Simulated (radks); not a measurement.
Results of a calculation; reference values are marked as such.
Pt LXXII, 7 electrons, occupied as [He] 2s2 2p3 (the NIST ground configuration). Level of theory: non-relativistic Kohn-Sham, TPSS, spin-polarised, spherical densities, point nucleus; open shells are filled with parallel spins first (spin-orbit coupling, left out, can overturn this in heavy ions); meta-GGA in the generalised Kohn-Sham scheme; relativity is left out, which matters for an element this heavy (a radial shooting solver on a logarithmic mesh with Libxc functionals). Some entries of the table are withheld. Estimate them.

orbital  occ.  eigenvalue (eV)  <r^2> (bohr^2)
1s up       1        -78725.59       0.0005013
1s down     1        -78666.15       0.0005005
2s up       1        -18532.38        0.007341
2s down     1        -18438.58        0.007379
2p up       3              (1)        0.005357
2p down     0              (2)        0.005394
3s up       0        -8006.594         0.03753
3s down     0        -7981.778         0.03770
3p up       0              (3)         0.03331
3p down     0              (4)         0.03351

Answer. 
(1) 2p up eigenvalue (eV): -18259.35
(2) 2p down eigenvalue (eV): -18137.53
(3) 3p up eigenvalue (eV): -7911.342
(4) 3p down eigenvalue (eV): -7881.957
